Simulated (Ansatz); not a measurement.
A geometry relaxed with Ansatz (a program for electronic structure) with PBE0-D3(BJ)/def2-TZVP, charge 0, multiplicity 1:

```xyz
8

C      0.1372     0.3348     0.2600
C      1.0749    -0.3721    -0.3692
N     -1.2243     0.2836     0.0357
H     -1.8077     0.5146     0.8218
H     -1.5541    -0.5235    -0.4694
H      2.1203    -0.1954    -0.1618
H      0.8271    -1.1234    -1.1115
H      0.4267     1.0815     0.9944
```

Q: Write the SMILES of this molecule.

A: `C=CN`
